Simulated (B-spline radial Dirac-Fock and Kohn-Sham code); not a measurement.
Calculated with a radial atomic solver, using relativistic Hartree-Fock (Dirac-Fock) wave functions, averaged over the configuration.

Q: This computed X-ray form factor belongs to an atom or ion in its tabulated ground configuration. Which?

| sin θ/λ (Å⁻¹) | f₀ |
| --- | --- |
| 0.1 | 35.537 |
| 0.25 | 29.878 |
| 0.4 | 24.235 |
| 0.45 | 22.730 |
| 0.7 | 17.244 |
| 0.8 | 15.509 |
| 1.2 | 9.951 |
| 3 | 3.855 |
| 5 | 1.691 |

A: Nb⁴⁺, with 37 electrons in [Kr] 4d1. f₀ tends to the number of electrons as s goes to zero, which the first rows give only roughly, and the rate of fall reflects the nuclear charge, 41.

Q: This computed X-ray form factor belongs to an atom or ion in its tabulated ground configuration. Which?

```
sin θ/λ (Å⁻¹)      f₀
         0.09  33.655
         0.14  33.179
          0.4  28.383
         0.49  26.309
         1.16  14.705
         1.44  11.655
         1.78   8.843
         2.74   5.366
         5.23   2.428
```

A: Sb¹⁷⁺, with 34 electrons in [Ar] 3d10 4s2 4p4. f₀ tends to the number of electrons as s goes to zero, which the first rows give only roughly, and the rate of fall reflects the nuclear charge, 51.
